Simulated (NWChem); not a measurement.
All runs are NWChem calculations. System: N-methylmethanimine (C$_{2}$H$_{5}$N), charge 0, spin multiplicity 1, at a geometry optimised with B3LYP/def2-SVP. Level: RHF/cc-pVTZ.

Part of the output:

```
             Northwest Computational Chemistry Package (NWChem) 7.3.0
             --------------------------------------------------------

                                NWChem Input Module
                                -------------------

 Scaling coordinates for geometry "geometry" by  1.889725989
 (inverse scale =  0.529177249)

 Turning off AUTOSYM since
 SYMMETRY directive was detected!

                             Geometry "geometry" -> ""
                             -------------------------

 Output coordinates in angstroms (scale by  1.889725989 to convert to a.u.)

  No.       Tag          Charge          X              Y              Z
 ---- ---------------- ---------- -------------- -------------- --------------
    1 C                    6.0000    -1.10182900     0.34522800     0.00000000
    2 N                    7.0000     0.03540500    -0.54481100     0.00000000
    3 C                    6.0000     1.19759200    -0.04733400     0.00000000
    4 H                    1.0000    -1.72936800     0.13391300    -0.88239000
    5 H                    1.0000    -1.72936800     0.13391300     0.88239000
    6 H                    1.0000    -0.83814100     1.42368300     0.00000000
    7 H                    1.0000     1.39871500     1.04547700     0.00000000
    8 H                    1.0000     2.07574800    -0.71067300     0.00000000

 Effective nuclear repulsion energy (a.u.)      71.9808713090

            Nuclear Dipole moment (a.u.)
            ----------------------------
        X                 Y               Z
 ---------------- ---------------- ----------------
    -0.0000018897     0.0000000000     0.0000000000

      Symmetry information
      --------------------

 Group name             Cs
 Group number              2
 Group order               2
 No. of unique centers     7

      Symmetry unique atoms

     1    2    3    4    6    7    8


 Summary of "ao basis" -> "" (spherical)
 ------------------------------------------------------------------------------
       Tag                 Description            Shells   Functions and Types
 ---------------- ------------------------------  ------  ---------------------
 *                          cc-pvtz                   on all atoms

 Summary of "ao basis" -> "ao basis" (spherical)
 ------------------------------------------------------------------------------
       Tag                 Description            Shells   Functions and Types
 ---------------- ------------------------------  ------  ---------------------
 C                          cc-pvtz                 10       30   4s3p2d1f
 N                          cc-pvtz                 10       30   4s3p2d1f
 H                          cc-pvtz                  6       14   3s2p1d

                                 NWChem SCF Module
                                 -----------------

  ao basis        = "ao basis"
  functions       =   160
  atoms           =     8
  closed shells   =    12
  open shells     =     0
  charge          =   0.00
  wavefunction    = RHF
  use symmetry    = T
  symmetry adapt  = T

 Summary of "ao basis" -> "ao basis" (spherical)
 ------------------------------------------------------------------------------
       Tag                 Description            Shells   Functions and Types
 ---------------- ------------------------------  ------  ---------------------
 C                          cc-pvtz                 10       30   4s3p2d1f
 N                          cc-pvtz                 10       30   4s3p2d1f
 H                          cc-pvtz                  6       14   3s2p1d

      Symmetry analysis of basis
      --------------------------

        a'        104
        a"         56

 Forming initial guess at       0.1s

      Superposition of Atomic Density Guess
      -------------------------------------

 Sum of atomic energies:        -132.14963890

      Non-variational initial energy
      ------------------------------

 Total energy =    -133.843913
 1-e energy   =    -319.099041
 2-e energy   =     113.274257
 HOMO         =      -0.312754
 LUMO         =      -0.017916

      Symmetry analysis of molecular orbitals - initial
      -------------------------------------------------
[...]
  Numbering of irreducible representations:

     1 a'          2 a"

  Orbital symmetries:

     1 a'          2 a'          3 a'          4 a'          5 a'
     6 a'          7 a'          8 a'          9 a"         10 a'
    11 a"         12 a'         13 a"         14 a'         15 a'
    16 a'         17 a'         18 a"         19 a'         20 a'
    21 a"         22 a'

 Starting SCF solution at       5.8s

 ----------------------------------------------
         Quadratically convergent ROHF

 Convergence threshold     :          1.000E-07
 Maximum no. of iterations :          100
 Final Fock-matrix accuracy:          1.000E-09
 ----------------------------------------------

              iter       energy          gnorm     gmax       time
             ----- ------------------- --------- --------- --------
                 1     -133.0653689304  7.36D-01  1.84D-01      6.4
                 2     -133.1014588921  3.22D-01  6.61D-02      7.4
                 3     -133.1095559314  2.04D-02  5.47D-03      9.0
                 4     -133.1096381004  1.16D-04  3.13D-05     12.0
                 5     -133.1096381021  6.79D-09  1.20D-09     16.5

       Final RHF  results
       ------------------

         Total SCF energy =   -133.109638102120
      One-electron energy =   -321.610941976305
      Two-electron energy =    116.520432565197
 Nuclear repulsion energy =     71.980871308989

        Time for solution =     10.7s

       Symmetry analysis of molecular orbitals - final
       -----------------------------------------------

  Numbering of irreducible representations:

     1 a'          2 a"

  Orbital symmetries:

     1 a'          2 a'          3 a'          4 a'          5 a'
     6 a'          7 a'          8 a'          9 a"         10 a'
    11 a"         12 a'         13 a"         14 a'         15 a'
    16 a'         17 a"         18 a'         19 a'         20 a'
    21 a"         22 a'

             Final eigenvalues
             -----------------

              1
    1  -15.5642
    2  -11.2741
    3  -11.2518
    4   -1.2274
    5   -0.9565
    6   -0.7907
    7   -0.6514
    8   -0.6296
    9   -0.5862
   10   -0.5286
   11   -0.4178
   12   -0.4066
   13    0.1464
   14    0.1490
   15    0.1760
   16    0.2001
   17    0.2269
   18    0.2389
   19    0.2670
   20    0.3533
   21    0.3701
   22    0.4006

                       ROHF Final Molecular Orbital Analysis
                       -------------------------------------

 Vector   10  Occ=2.000000D+00  E=-5.286289D-01  Symmetry=a'
              MO Center= -3.3D-01,  2.8D-01, -6.0D-14, r^2= 2.9D+00
   Bfn.  Coefficient  Atom+Function         Bfn.  Coefficient  Atom+Function
  ----- ------------  ---------------      ----- ------------  ---------------
     8      0.210815  1 C  px               120      0.184879  6 H  s
     5      0.169656  1 C  px               148      0.151609  8 H  s

 Vector   11  Occ=2.000000D+00  E=-4.178382D-01  Symmetry=a"
              MO Center=  1.9D-01, -1.9D-01, -1.5D-15, r^2= 2.0D+00
   Bfn.  Coefficient  Atom+Function         Bfn.  Coefficient  Atom+Function
  ----- ------------  ---------------      ----- ------------  ---------------
    40      0.273058  2 N  pz                70      0.258044  3 C  pz
    43      0.213107  2 N  pz                37      0.202189  2 N  pz
    73      0.196045  3 C  pz                67      0.188990  3 C  pz

 Vector   12  Occ=2.000000D+00  E=-4.065939D-01  Symmetry=a'
              MO Center=  1.6D-01, -3.2D-01, -3.5D-15, r^2= 2.0D+00
   Bfn.  Coefficient  Atom+Function         Bfn.  Coefficient  Atom+Function
  ----- ------------  ---------------      ----- ------------  ---------------
    39      0.350812  2 N  py                42      0.326667  2 N  py
    36      0.266002  2 N  py               134     -0.170246  7 H  s
    32     -0.156585  2 N  s                120     -0.150725  6 H  s

 Vector   13  Occ=0.000000D+00  E= 1.463752D-01  Symmetry=a"
              MO Center=  6.7D-01, -1.2D-01, -1.5D-15, r^2= 3.0D+00
   Bfn.  Coefficient  Atom+Function         Bfn.  Coefficient  Atom+Function
  ----- ------------  ---------------      ----- ------------  ---------------
    73      0.766161  3 C  pz                43     -0.631446  2 N  pz
    93     -0.428003  4 H  s                107      0.428003  5 H  s
    40     -0.245302  2 N  pz                70      0.214011  3 C  pz
    37     -0.207160  2 N  pz                67      0.184239  3 C  pz
    13     -0.168000  1 C  pz

 Vector   14  Occ=0.000000D+00  E= 1.489670D-01  Symmetry=a'
              MO Center= -5.3D-01,  7.6D-01, -6.8D-14, r^2= 7.8D+00
   Bfn.  Coefficient  Atom+Function         Bfn.  Coefficient  Atom+Function
  ----- ------------  ---------------      ----- ------------  ---------------
     4      3.303946  1 C  s                 64      1.314307  3 C  s
    93     -1.129429  4 H  s                107     -1.129429  5 H  s
   121     -1.106469  6 H  s                135     -1.018954  7 H  s
   149     -0.759718  8 H  s                 72      0.359212  3 C  py
    34     -0.356804  2 N  s                 71      0.351674  3 C  px

 Vector   15  Occ=0.000000D+00  E= 1.760055D-01  Symmetry=a'
              MO Center=  7.6D-01,  1.9D-01, -2.3D-15, r^2= 9.3D+00
   Bfn.  Coefficient  Atom+Function         Bfn.  Coefficient  Atom+Function
  ----- ------------  ---------------      ----- ------------  ---------------
    64      2.929876  3 C  s                  4     -2.213542  1 C  s
   149     -1.583368  8 H  s                135     -1.476159  7 H  s
    93      1.113126  4 H  s                107      1.113126  5 H  s
    11      0.509224  1 C  px                41     -0.460153  2 N  px
    71      0.381395  3 C  px                12      0.320773  1 C  py

 center of mass
 --------------
 x =   0.03582944 y =  -0.08834061 z =   0.00000000

 moments of inertia (a.u.)
 ------------------
          38.489865938022          25.565665460140           0.000000000000
          25.565665460140         165.700604270677           0.000000000000
           0.000000000000           0.000000000000         192.981545669426

  Mulliken analysis of the total density
  --------------------------------------

    Atom       Charge   Shell Charges
 -----------   ------   -------------------------------------------------------
    1 C    6     6.11   1.96  0.82  0.15  0.30  0.80  1.50  0.47  0.02  0.07  0.01
    2 N    7     7.21   1.95  0.94  0.20  0.42  0.95  1.80  0.87  0.01  0.05  0.00
    3 C    6     6.11   1.96  0.83  0.16  0.34  0.79  1.40  0.52  0.03  0.07  0.01
    4 H    1     0.91   0.26  0.51  0.11  0.01  0.02  0.00
    5 H    1     0.91   0.26  0.51  0.11  0.01  0.02  0.00
    6 H    1     0.96   0.26  0.52  0.14  0.01  0.02  0.00
    7 H    1     0.92   0.26  0.51  0.13  0.01  0.01  0.00
    8 H    1     0.87   0.26  0.49  0.09  0.01  0.01  0.00

       Multipole analysis of the density wrt the origin
       ------------------------------------------------

     L   x y z        total         open         nuclear
     -   - - -        -----         ----         -------
     0   0 0 0     -0.000000      0.000000     24.000000

     1   1 0 0      0.183479      0.000000     -0.000002
     1   0 1 0      0.627931      0.000000      0.000000
     1   0 0 1      0.000000      0.000000      0.000000

     2   2 0 0    -11.998514      0.000000    103.015700
     2   1 1 0     -0.196576      0.000000    -15.808059
     2   1 0 1      0.000000      0.000000      0.000000
     2   0 2 0    -15.704692      0.000000     23.094385
     2   0 1 1      0.000000      0.000000      0.000000
     2   0 0 2    -14.939121      0.000000      5.560948

 Task  times  cpu:       16.5s     wall:       16.5s

 Total times  cpu:       16.6s     wall:       16.6s
```

Write an NWChem input that would produce this output.

This is not unique; one that fits is 
```
start mol
memory heap 200 mb stack 900 mb global 1100 mb
geometry units angstroms nocenter noautoz
  C     -1.101829     0.345228     0.000000
  N      0.035405    -0.544811     0.000000
  C      1.197592    -0.047334     0.000000
  H     -1.729368     0.133913    -0.882390
  H     -1.729368     0.133913     0.882390
  H     -0.838141     1.423683     0.000000
  H      1.398715     1.045477     0.000000
  H      2.075748    -0.710673     0.000000
  symmetry group Cs
end
basis spherical
  * library cc-pvtz
end
scf
  rhf
  nopen 0
  maxiter 100
  thresh 1e-7
  semidirect memsize 60000000 filesize 0
end
task scf energy
```
